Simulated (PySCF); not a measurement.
**Electron correlation in Ne⁺ (neon, charge +1)**

[He] 2s1 2p6, 2S determinant (an excited configuration). Calculation: PySCF 2.14, in aug-cc-pVTZ-DK (5s4p3d2f, 46 functions); the spin-free X2C one-electron Hamiltonian (Gaussian nucleus). Frozen: 1s2; 7 electrons correlated.

```
  level  correlation energy (mhartree)
   CCSD                        -305.76
    (T)                          -9.38
CCSD(T)                        -315.14
```

Diagnostics: T1 = 0.0070, D1 = 0.0211, largest double amplitude 0.060.

Cost of the coupled-cluster step: of the order of 3 core-seconds, for 7 correlated electrons.
